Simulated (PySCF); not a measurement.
C3H5NSSi, SMILES [SiH3]c1cscn1. Atoms are numbered in the order given.

```xyz
11

Si     0.0843    -2.3944     0.0000
C     -0.0175    -0.5170     0.0000
C      1.0473     0.3601     0.0000
S      0.4909     1.9933     0.0000
C     -1.1473     1.3924     0.0000
N     -1.2594     0.0976     0.0000
H      1.5213    -2.7837     0.0000
H     -0.5774    -2.9503    -1.2101
H     -0.5774    -2.9503     1.2101
H      2.1120     0.1318     0.0000
H     -1.9914     2.0852     0.0000
```
Charge 0, spin multiplicity 1.

Geometry: TPSSh-D3(BJ)/def2-SVP.

Two levels are set side by side: PBE/pcSseg-1 (PySCF) and B3LYP/pcSseg-1 (PySCF). GIAO shifts against H2S (³³S), NH3 (¹⁵N), TMS (²⁹Si), TMS (¹H), TMS (¹³C) at the same level; non-relativistic, no solvent, atoms listed together averaged. Differences are taken from unrounded values.

```
quantity                PBE
--------------------  -----
δ(²⁹Si) of Si1 (ppm)  -79.9
δ(¹³C) of C2 (ppm)    153.8
δ(¹³C) of C3 (ppm)    137.3
δ(³³S) of S4 (ppm)    524.0
δ(¹³C) of C5 (ppm)    156.5
δ(¹⁵N) of N6 (ppm)    376.7
δ(¹H) of H10 (ppm)     7.79
δ(¹H) of H11 (ppm)     8.71
```

Task: These are the PBE values. What does B3LYP give? (Estimate from the structure and the level; the computed values follow.)

Result: 
```
quantity              B3LYP  PBE minus B3LYP
--------------------  -----  ---------------
δ(²⁹Si) of Si1 (ppm)  -77.6             -2.3
δ(¹³C) of C2 (ppm)    158.2             -4.4
δ(¹³C) of C3 (ppm)    141.8             -4.5
δ(³³S) of S4 (ppm)    516.3              7.7
δ(¹³C) of C5 (ppm)    163.3             -6.8
δ(¹⁵N) of N6 (ppm)    388.4            -11.7
δ(¹H) of H10 (ppm)     7.81            -0.02
δ(¹H) of H11 (ppm)     8.80            -0.09
```

Rough cost on one machine, each run with all the roots and properties that it gave: B3LYP against PBE within a factor of 2.
